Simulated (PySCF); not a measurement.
O₄Re (SMILES [O]=[Re-](=[O])(=[O])=[O]), charge -1, singlet, geometry from GFN2-xTB (such geometries of metal compounds can be far from the true shape) (core potentials on Re); B3LYP/def2-SVP (PySCF).

Here is a job for PySCF.
```python
from pyscf import gto, scf, dft

mol = gto.M(
    atom='''
Re   -0.000000   -0.000000   -0.000000
O     1.398159   -0.281745   -0.911876
O     0.426408    0.285156    1.613260
O    -0.812781    1.351124   -0.616115
O    -1.011786   -1.354535   -0.085269
''',
    basis='def2-svp',
    ecp={'Re': 'def2-svp'},
    charge=-1,
    spin=0,
    verbose=4,
)

mf = dft.RKS(mol)
mf.xc = 'b3lyp'
mf.grids.atom_grid = (99, 590)
mf.grids.prune = None
mf.kernel()
```

Q: Predict the main parts of the log of this PySCF run.

A: 
```
PySCF version 2.14.0

[INPUT] verbose = 4
[INPUT] num. atoms = 5
[INPUT] num. electrons = 48
[INPUT] charge = -1
[INPUT] spin (= nelec alpha-beta = 2S) = 0
[INPUT] symmetry False subgroup None
[INPUT] Mole.unit = angstrom
[INPUT] Symbol           X                Y                Z      unit          X                Y                Z       unit  Magmom
[INPUT]  1 Re     0.000000000000   0.000000000000   0.000000000000 AA    0.000000000000   0.000000000000   0.000000000000 Bohr   0.0
[INPUT]  2 O      1.398159000000  -0.281745000000  -0.911876000000 AA    2.642137588596  -0.532420886966  -1.723195899564 Bohr   0.0
[INPUT]  3 O      0.426408000000   0.285156000000   1.613260000000 AA    0.805794337324   0.538866742776   3.048619567716 Bohr   0.0
[INPUT]  4 O     -0.812781000000   1.351124000000  -0.616115000000 AA   -1.535933489250   2.553254320327  -1.164288611236 Bohr   0.0
[INPUT]  5 O     -1.011786000000  -1.354535000000  -0.085269000000 AA   -1.911998436669  -2.559700176138  -0.161135056916 Bohr   0.0

nuclear repulsion = 223.552747892472
number of shells = 36
number of NR pGTOs = 153
number of NR cGTOs = 88
basis = def2-svp
ecp = {'Re': 'def2-svp'}

******** <class 'pyscf.dft.rks.RKS'> ********
method = RKS
initial guess = minao
damping factor = 0
level_shift factor = 0
DIIS = <class 'pyscf.scf.diis.CDIIS'>
diis_start_cycle = 1
diis_space = 8
diis_damp = 0
SCF conv_tol = 1e-09
SCF conv_tol_grad = None
SCF max_cycles = 50
direct_scf = True
direct_scf_tol = 1e-13
XC library pyscf.dft.libxc version 7.1.2
    S. Lehtola, C. Steigemann, M. J. T. Oliveira, and M. A. L. Marques,  SoftwareX 7, 1–5 (2018)
XC functionals = b3lyp
    P. J. Stephens, F. J. Devlin, C. F. Chabalowski, and M. J. Frisch,  J. Phys. Chem. 98, 11623 (1994)
radial grids:
    Treutler-Ahlrichs [JCP 102, 346 (1995); DOI:10.1063/1.469408] (M4) radial grids

becke partition: Becke, JCP 88, 2547 (1988); DOI:10.1063/1.454033
pruning grids: None
grids dens level: 3
symmetrized grids: False
atomic radii adjust function: <function treutler_atomic_radii_adjust>
User specified grid scheme (99, 590)
small_rho_cutoff = 0
Set gradient conv threshold to 3.16228e-05
Initial guess from minao.
tot grids = 292056
init E= -366.762521912209
  HOMO = -0.666817049029322  LUMO = -0.357173348277826  gap/eV = 8.42583
cycle= 1 E= -378.47237372128  delta_E= -11.7  |g|= 1.99  |ddm|=  7.9
  HOMO = 0.0590691593579084  LUMO = 0.166937795794605  gap/eV = 2.93526
cycle= 2 E= -374.914950831351  delta_E= 3.56  |g|= 4.61  |ddm|= 5.08
  HOMO = -0.0614994543733726  LUMO = 0.194946924100407  gap/eV = 6.97826
cycle= 3 E= -379.124176950191  delta_E= -4.21  |g|= 0.545  |ddm|= 4.18
  HOMO = -0.129196719016457  LUMO = 0.134549929329739  gap/eV = 7.17691
cycle= 4 E= -379.188842531272  delta_E= -0.0647  |g|= 0.102  |ddm|= 0.671
  HOMO = -0.114818381516345  LUMO = 0.156151534281575  gap/eV = 7.37347
cycle= 5 E= -379.191148693744  delta_E= -0.00231  |g|= 0.00591  |ddm|= 0.107
  HOMO = -0.114974235052426  LUMO = 0.156319423397476  gap/eV = 7.38228
cycle= 6 E= -379.191154653848  delta_E= -5.96e-06  |g|= 0.00132  |ddm|= 0.00369
  HOMO = -0.115058290699926  LUMO = 0.156254391520934  gap/eV = 7.38279
cycle= 7 E= -379.191154960976  delta_E= -3.07e-07  |g|= 0.000239  |ddm|= 0.00101
  HOMO = -0.115062803935849  LUMO = 0.156251808308217  gap/eV = 7.38285
cycle= 8 E= -379.191154964414  delta_E= -3.44e-09  |g|= 0.000201  |ddm|= 0.00028
  HOMO = -0.115072123644088  LUMO = 0.156248818414462  gap/eV = 7.38302
cycle= 9 E= -379.191154972481  delta_E= -8.07e-09  |g|= 4.56e-06  |ddm|= 0.000143
  HOMO = -0.115071683988073  LUMO = 0.156249329662856  gap/eV = 7.38302
cycle= 10 E= -379.191154972488  delta_E= -6.82e-12  |g|= 3.81e-07  |ddm|= 6.76e-06
  HOMO = -0.115071677073706  LUMO = 0.15624924857978  gap/eV = 7.38302
Extra cycle  E= -379.19115497249  delta_E= -1.59e-12  |g|= 1.06e-06  |ddm|= 1.03e-06
converged SCF energy = -379.19115497249
```
